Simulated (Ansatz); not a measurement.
The Ga1–H2 bond of GaH is stretched (multiplicity 1).


Frozen-core correlation. Filled d and f shells under p-block atoms count as core.

The values were computed with Ansatz (a quantum-chemistry and plane-wave program). 

FIC-MRCISD+Q on CASSCF(4,5)/cc-pVTZ, total energies (hartree):

```
R (Å)        CASSCF        MRCISD  weight c² of the reference
-----  ------------  ------------  --------------------------
1.689  -1923.880314  -1923.916073                     0.97556
2.956  -1923.815933  -1923.844215                     0.97360
6.756  -1923.781368  -1923.808947                     0.96913
```

Problem. Add the Davidson correction (E_MRCISD − E_CASSCF)(1 − c²)/c² and give the energies above the first point at the three levels.

Solution. 
Corrections (hartree): -0.000896, -0.000767, -0.000878. Above the first point (kcal/mol):
- R = 2.956 Å: CASSCF 40.4, MRCISD 45.1, with the correction 45.2
- R = 6.756 Å: CASSCF 62.1, MRCISD 67.2, with the correction 67.2
